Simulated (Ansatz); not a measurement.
`C[SiH2]Br`. Total charge 0; spin multiplicity 1.

Z-matrix (Å, degrees):
```
C
Si 1 1.858
H 1 1.092 2 110.7
H 1 1.094 2 109.9 3 119.8
H 1 1.092 2 110.7 3 -120.4
Br 2 2.229 1 109.7 3 60.1
H 2 1.483 1 111.7 3 178.6
H 2 1.483 1 111.7 3 -58.3
```

What are the harmonic wavenumbers in cm⁻¹ at PBE0-D4/def2-TZVP (Ansatz, finite differences of forces, unscaled)? (Estimate.)

Ansatz gave: 166, 176, 414, 485, 654, 692, 748, 884, 897, 954, 1277, 1441, 1448, 2238, 2245, 3053, 3138, 3151.

Is this a minimum?

Yes, all 18 modes are real.

Give the ideal-gas thermochemistry at 298.15 K and 1 bar (rigid rotor, harmonic oscillator; point group Cs, symmetry number 1).

Zero-point energy 143.9 kJ/mol; H(298) − E = 159.8 kJ/mol; entropy 309.7 J/(mol·K), of which translation 169.1, rotation 107.7, vibration 32.9; G(298) − E = 67.4 kJ/mol.

And at 400, 500, 600, 800 and 1000 K?


```json
{"T (K)": "400", "H − E (kJ/mol)": "168.6", "S (J/mol/K)": "335.0", "G − E (kJ/mol)": "34.6"}
{"T (K)": "500", "H − E (kJ/mol)": "178.6", "S (J/mol/K)": "357.2", "G − E (kJ/mol)": "0.0"}
{"T (K)": "600", "H − E (kJ/mol)": "189.6", "S (J/mol/K)": "377.3", "G − E (kJ/mol)": "-36.8"}
{"T (K)": "800", "H − E (kJ/mol)": "214.3", "S (J/mol/K)": "412.7", "G − E (kJ/mol)": "-115.9"}
{"T (K)": "1000", "H − E (kJ/mol)": "241.6", "S (J/mol/K)": "443.1", "G − E (kJ/mol)": "-201.5"}
```
